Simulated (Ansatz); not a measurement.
`C[Si](O)(O)F` → `C[Si]F` + `OO`  (silylene formation by 1,1-elimination)

Calculated with Ansatz (gas phase, PBE0-D4/def2-TZVP geometries, no zero-point term in ΔE). CBS: def2 TZ/QZ extrapolation, frozen cores. Functionals use def2-TZVPP. B3LYP here is the variant with VWN-RPA as its local correlation; programs differ in this. Each species was taken in one conformer, which may not be the lowest.

```csv
level,ΔE (eV),difference from CCSD(T)/CBS
PBE-D4,7.53,-0.61
revPBE-D4,7.44,-0.70
BLYP-D4,7.44,-0.70
r2SCAN-D4,8.13,-0.01
B97M-V,7.96,-0.18
r2SCANh-D4,8.22,0.08
r2SCAN0-D4,8.35,0.21
BHLYP-D4,8.26,0.12
ωB97X-V,7.97,-0.17
ωB97M-V,7.90,-0.24
B2PLYP,7.96,-0.18
PBE,7.44,-0.70
revPBE,7.20,-0.94
BLYP,7.26,-0.88
r2SCAN,8.11,-0.03
PBE0,7.85,-0.29
B3LYP,7.68,-0.46
BHLYP,8.16,0.02
CAM-B3LYP,7.95,-0.19
RPA@PBE/def2-TZVPP,7.51,-0.63
MP2/def2-SVP,7.93,-0.21
CCSD/def2-SVP,7.54,-0.60
HF/def2-TZVPP,8.32,0.18
SCS-MP2/def2-TZVPP,8.16,0.02
CCSD/def2-TZVPP,8.04,-0.10
HF/def2-QZVPP,8.35,0.21
MP2/def2-QZVPP,8.45,0.31
SCS-MP2/def2-QZVPP,8.24,0.10
CCSD/def2-QZVPP,8.14,0.00
MP2/CBS(def2),8.48,0.34
CCSD/CBS(def2),8.21,0.07
HF/cc-pV(D+d)Z,7.83,-0.31
CCSD(T)/cc-pV(D+d)Z,7.37,-0.77
HF/cc-pV(T+d)Z,8.31,0.17
MP2/cc-pV(T+d)Z,8.37,0.23
MP2/cc-pV(Q+d)Z,8.47,0.33
HF/CBS(cc),8.37,0.23
MP2/CBS(cc),8.52,0.38
CCSD/CBS(cc),8.23,0.09
CCSD(T)/CBS(cc),8.17,0.03
CCSD(T)/CBS,8.14,0
```

Largest T1 diagnostic among the species: 0.014.

At CCSD(T), def2-SVP lies −0.67 eV from the extrapolated value and def2-TZVPP −0.17 eV. From PBE to PBE0 (25 % exact exchange), in def2-TZVPP and without D4, ΔE moves by +0.42 eV.
